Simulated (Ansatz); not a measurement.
Consider the redistribution: `OCO[SiH2]S` + `B[SeH]` → `[SiH3]S` + `OCOB[SeH]`.

Program: Ansatz. Geometries: PBE0-D4/def2-TZVP. ΔE: electronic, gas phase. CCSD(T)/CBS adds triple-zeta CCSD(T) − MP2 to the extrapolated MP2 energy (def2 sets, frozen cores). Functionals use def2-TZVPP. B3LYP here is the variant with VWN-RPA as its local correlation; programs differ in this. For Se outer-core shells are correlated without core-valence functions, which leaves a few kJ/mol of doubt a bond. Scalar relativity is left out up to krypton. One conformer a species, not always the lowest.

`OCO[SiH2]S`:

Cartesian coordinates in Å:
```
O 0.958 -1.345 -0.385
C 1.349 -0.142 0.208
O 0.577 0.942 -0.222
Si -1.072 0.885 -0.272
S -1.933 -0.030 1.449
H 1.182 -1.316 -1.320
H 2.391 0.103 -0.021
H 1.229 -0.291 1.284
H -1.530 0.174 -1.489
H -1.523 2.293 -0.273
H -1.628 -1.274 1.041
```

`B[SeH]`:

Cartesian coordinates in Å:
```
B 0.447 0.170 0.422
Se -1.339 0.029 -0.206
H 1.357 -0.247 -0.220
H 0.582 0.695 1.482
H -1.047 -0.647 -1.478
```

`[SiH3]S`:

Cartesian coordinates in Å:
```
Si 0.148 -0.506 -0.033
S 0.400 1.616 0.024
H -0.466 -1.017 1.219
H 1.520 -1.047 -0.181
H -0.690 -0.926 -1.184
H -0.911 1.880 0.154
```

`OCOB[SeH]`:

Cartesian coordinates in Å:
```
O 2.121 -0.051 0.655
C 0.907 0.209 0.063
O -0.078 -0.657 0.595
B -1.346 -0.742 0.159
Se -2.173 0.265 -1.293
H 2.058 0.148 1.594
H 0.575 1.244 0.223
H 1.032 0.018 -1.006
H -2.077 -1.511 0.705
H -1.019 1.077 -1.697
```

| level | ΔE (eV) |
| --- | --- |
| PBE-D4 | -0.19 |
| PBE0-D4 | -0.16 |
| ωB97X-V | -0.10 |
| ωB97M-V | -0.10 |
| B3LYP | -0.16 |
| HF/def2-QZVPP | -0.09 |
| MP2/def2-QZVPP | -0.07 |
| CCSD/CBS(def2) | -0.08 |

What does CCSD(T)/CBS give? (An estimate is asked.)

Computed: -0.09 eV. The listed levels differ from it by -0.10, -0.07, -0.01, -0.01, -0.07, 0.00, 0.02, 0.01 eV.

Largest T1 diagnostic among the species: 0.013.

The D4 term adds +0.04 eV with B3LYP and +0.02 eV with PBE0; it sums over pairs of atoms, weighted by their polarisabilities, and B3LYP, whose exchange is more repulsive, gets the larger term. From PBE to PBE0 (25 % exact exchange), in def2-TZVPP and without D4, ΔE moves by +0.03 eV.
